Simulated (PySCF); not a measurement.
Computed shifts of a molecule C2H6FNSi2, PySCF with PBE/pcSseg-1, GIAO, gas phase, equivalent atoms averaged, in ppm (number of nuclei): ¹⁵N: 22.9 (1). ²⁹Si: 46.3 (1), -4.5 (1). ¹³C: 186.4 (1), 180.1 (1). ¹⁹F: -229.0 (1). ¹H: 8.59 (1), 8.35 (1), 6.78 (1), 5.90 (1), 1.06 (1), 0.67 (1). References: ¹⁵N against NH3 (σ = 267.0 ppm); ²⁹Si against TMS (σ = 335.4 ppm); ¹³C against TMS (σ = 182.0 ppm); ¹⁹F against CFCl3 (σ = 133.6 ppm); ¹H against TMS (σ = 31.49 ppm), references at their B3LYP-D3(BJ)/def2-TZVP geometries, non-relativistic. Geometry optimised at B3LYP-D3(BJ)/def2-SVP. One conformer was computed; it need not be the lowest.

**Question.** Identify the compound among the candidates.
(A) N[Si@@H]1C=C[Si@@H]1F
(B) F[Si@H]1C=N[SiH2]C1
(C) C=C1[SiH2]N[Si@@H]1F
(D) C#C[SiH2][Si@H](N)F

**Answer.** A, N[Si@@H]1C=C[Si@@H]1F
